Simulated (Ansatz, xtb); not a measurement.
Two isomers of C4H8ClFSi

Structure I: `F[Si]1(Cl)CCCC1`, a singlet. Structure II: `C=C(C)[Si@](C)(F)Cl`, a singlet. Both are isolated molecules in the gas phase, relaxed with PBE0-D3(BJ)/def2-SVP; the shapes shown needn't be the lowest conformers.

I (Å):

```xyz
15

C     0.8781    1.8092    0.2298
C     0.9824    0.9077    1.4733
C    -0.2604    0.0078    1.5457
C    -0.4672   -0.6718    0.1797
Cl    1.2816    0.0273   -2.5261
F    -1.2209    1.3914   -1.7331
Si    0.0469    0.6791   -1.0069
H     1.8436    2.2203   -0.0966
H     0.2033    2.6620    0.4195
H     1.1040    1.4952    2.3969
H     1.8803    0.2706    1.3880
H    -1.1405    0.6315    1.7819
H    -0.1730   -0.7280    2.3608
H    -1.4918   -1.0392    0.0221
H     0.2125   -1.5324    0.0627
```

II (Å):

```xyz
15

C    -0.6574   -0.7061   -1.8050
C    -1.1504   -0.1816   -0.6740
C    -2.3229    0.7554   -0.6450
C     0.4299    0.7492    1.8692
Cl   -1.7406   -1.5726    2.1421
F     0.8117   -1.7553    0.6068
Si   -0.3376   -0.6515    0.9303
H    -1.0911   -0.4654   -2.7836
H     0.1898   -1.3981   -1.7970
H    -3.1359    0.3446   -0.0243
H    -2.0507    1.7286   -0.2026
H    -2.7185    0.9407   -1.6550
H    -0.3270    1.5081    2.1188
H     1.2156    1.2264    1.2635
H     0.8771    0.3893    2.8077
```

**Question.** Estimate which is lower in electronic energy at CCSD(T)/def2-SVP + ΔMP2/def2-TZVPP, and by roughly how much.

**Answer.** The CCSD(T)/def2-SVP + ΔMP2/def2-TZVPP calculation puts structure I lower, by 10.2 kcal/mol.

The same difference at several levels:

```tsv
level	geometry	E(II) − E(I) (kcal/mol)	departure from the last row (kcal/mol)	job, with rough time for the two
GFN2-xTB	GFN2-xTB	+22.9	+12.7	optimisation, 0.22 s
HF/STO-3G	GFN2-xTB	+39.8	+29.6	single point, 0.42 s
r2SCAN-D4/def2-SVP	GFN2-xTB	+13.3	+3.1	single point, 4.4 s
PBE0-D3(BJ)/def2-SVP	PBE0-D3(BJ)/def2-SVP	+15.8	+5.6	optimisation, 57 s
HF/def2-SVP	PBE0-D3(BJ)/def2-SVP	+8.1	−2.1	part of the CCSD(T) run
MP2/def2-SVP	PBE0-D3(BJ)/def2-SVP	+13.4	+3.2	part of the CCSD(T) run
CCSD(T)/def2-SVP	PBE0-D3(BJ)/def2-SVP	+11.2	+1.0	single point
CCSD(T)/def2-SVP + ΔMP2/def2-TZVPP	PBE0-D3(BJ)/def2-SVP	+10.2		single point, 71 s
```

As drawn, II has 1 C=C in place of 2 C–C. Structure I has a 5-membered ring, II no ring.

The levels shown agree on the order. The largest departure from CCSD(T)/def2-SVP + ΔMP2/def2-TZVPP is that of HF/STO-3G, 29.6 kcal/mol. The last row adds to CCSD(T) the change of the MP2 difference between the two basis sets, here −1.0 kcal/mol.

With thermal terms from frequencies at re-optimised GFN2-xTB minima (ideal gas, soft modes damped towards free rotors, one conformer each, 298.15 K, 1 atm): on the last row, ΔE + ΔZPE = +6.9, ΔH = +8.3, ΔG = +5.1 kcal/mol.

The correlated steps freeze 15 core orbitals. Mirror images aren't counted in ΔG. Programs: Ansatz 0.2.0, xtb 6.7.1; the last row on 4 threads of Arm Neoverse V1 on a shared host.
